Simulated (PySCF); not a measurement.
Cu2I4, SMILES [I][Cu]1[I][Cu]([I])[I]1, multiplicity 3.

The structure is a stationary point at B3LYP-D3(BJ)/def2-SVP. The multiplicity is an assumed one; other spin states were not compared. The def2 effective core potentials stand for the cores of I; spin–orbit coupling is left out.

The numbers are results of B3LYP-D3(BJ)/def2-SVP run with PySCF, not measurements.

Frequencies are harmonic and unscaled.

Computed vibrational spectrum:
```
mode  ν (cm⁻¹)  IR (km/mol)  moving atoms (share of kinetic energy)
----  --------  -----------  --------------------------------------
1            4          0.1                                  I 99 %
2           16          0.0                         I 80 %, Cu 20 %
3           17          0.1                         I 86 %, Cu 14 %
4           46          0.0                         I 74 %, Cu 26 %
5           60          0.0                          Cu 91 %, I 9 %
6           67          1.8                         Cu 79 %, I 21 %
7          115          0.2                                  I 96 %
8          127          0.0                                  I 94 %
9          159          0.0                         Cu 66 %, I 34 %
10         171          7.3                         Cu 65 %, I 35 %
11         254         18.5                         Cu 77 %, I 23 %
12         257          0.0                         Cu 76 %, I 24 %
```
